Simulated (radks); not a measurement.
Problem. Species: Lu. Configuration: [Xe] 4f14 5d1 6s2. All-electron calculation, Dirac Kohn-Sham, PBE, spin-unpolarised, spherical densities, point nucleus; open shells fill j = l - 1/2 first. Program: a radial shooting solver on a logarithmic mesh with Libxc functionals.

Spin-orbit splittings of the eigenvalues, e(l+1/2) - e(l-1/2), with zeta = 2 splitting/(2l+1) and mean radii in bohr:

| shell | occ. | splitting (eV) | zeta (eV) | <r> j=l-1/2 | <r> j=l+1/2 |
|---|---|---|---|---|---|
| 2p | 6 | 1118 | 745.1 | 0.06740 | 0.07502 |
| 3p | 6 | 238.4 | 158.9 | 0.2020 | 0.2162 |
| 3d | 10 | 52.04 | 20.82 | 0.1898 | 0.1942 |
| 4p | 6 | 54.23 | 36.16 | 0.4850 | 0.5176 |
| 4d | 10 | 9.900 | 3.960 | 0.5409 | 0.5524 |
| 4f | 14 | 1.522 | 0.4349 | 0.7165 | 0.7329 |
| 5p | 6 | ? | ? | 1.317 | 1.431 |
| 5d | 1 | 0.3119 | 0.1248 | 2.853 | 3.038 |

Estimate the 5p splitting.

Solution. 6.870 eV (zeta = 4.580 eV).
